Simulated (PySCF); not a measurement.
Compound: C₁₀H₁₆.
Structure used (GFN2-xTB), in Å, numbered top down from 1:
```xyz
26
C10H16 angstrom
C      1.4698    1.1354    0.7447
C      2.4353    0.0153    0.3610
C      1.7022   -1.2467   -0.0521
C      1.3346   -1.4468   -1.4948
C      0.2634   -1.1826   -0.4804
C     -0.5069    0.1247   -0.4723
C     -1.5250    0.1011    0.6519
C     -2.7471    0.9635    0.5708
C     -2.8675   -0.5231    0.4216
C      0.4243    1.3376   -0.3460
H      0.9749    0.8886    1.6849
H      2.0296    2.0609    0.8959
H      3.0926   -0.2030    1.2049
H      3.0668    0.3583   -0.4631
H      2.0005   -2.1343    0.4929
H      1.4114   -2.4355   -1.9225
H      1.5809   -0.6568   -2.1882
H     -0.3589   -2.0302   -0.2139
H     -1.0590    0.2123   -1.4172
H     -1.0913   -0.0391    1.6342
H     -3.1202    1.4226    1.4736
H     -2.8812    1.5723   -0.3106
H     -3.0810   -0.9173   -0.5606
H     -3.3233   -1.0864    1.2215
H      0.9338    1.5115   -1.2963
H     -0.1799    2.2207   -0.1267
```

Mulliken charges (e) from the PBE0/pcSseg-1 density (PySCF), one withheld:

```csv
atom,bonded to,charge
C1,C2 C10 H11 H12,?
C2,C1 C3 H13 H14,-0.1471
C3,C2 C4 C5 H15,-0.2439
C4,C3 C5 H16 H17,-0.1116
C5,C4 C6 C3 H18,-0.1793
C6,C5 C7 C10 H19,-0.1992
C7,C6 C8 C9 H20,-0.2569
C8,C7 C9 H21 H22,-0.1727
C9,C8 C7 H23 H24,-0.1801
C10,C6 C1 H25 H26,-0.1577
H11,C1,+0.1135
H12,C1,+0.1134
H13,C2,+0.1171
H14,C2,+0.1115
H15,C3,+0.1127
H16,C4,+0.1216
H17,C4,+0.1179
H18,C5,+0.1108
H19,C6,+0.0999
H20,C7,+0.1138
H21,C8,+0.1238
H22,C8,+0.1215
H23,C9,+0.1225
H24,C9,+0.1227
H25,C10,+0.1096
H26,C10,+0.1211
```

**Question.** What is the charge on C1?

**Answer.** The charges add up to the total charge, 0. The others sum to +0.2049, which leaves -0.2049 e for C1 (ring CH2 carbon); the computed value is -0.2051, the difference coming from rounding.

**Question.** Add each hydrogen's charge to the atom that carries it.

**Answer.** C1 +0.0218, C2 +0.0815, C3 -0.1312, C4 +0.1279, C5 -0.0685, C6 -0.0993, C7 -0.1431, C8 +0.0726, C9 +0.0651, C10 +0.0730.

**Question.** Across which bond do the charges differ most?

**Answer.** H20–C7: +0.1138 on H20 against -0.2569 on C7, a difference of 0.3707 e. The lower charge is on the more electronegative element of the two (Pauling values: C 2.55, H 2.20).

**Question.** Take the bonds between elements whose Pauling electronegativities differ by more than 0.25. In how many does the more electronegative atom carry the lower charge?

**Answer.** In 16 of 16.

**Question.** How much positive and how much negative charge does this set hold in all?

**Answer.** +1.8534 e on 16 atoms and -1.8536 e on 10.

The Mulliken scheme counts on each atom the diagonal of the density matrix times the overlap matrix over that atom's basis functions. Isolated species at its GFN2-xTB geometry (one conformer only).
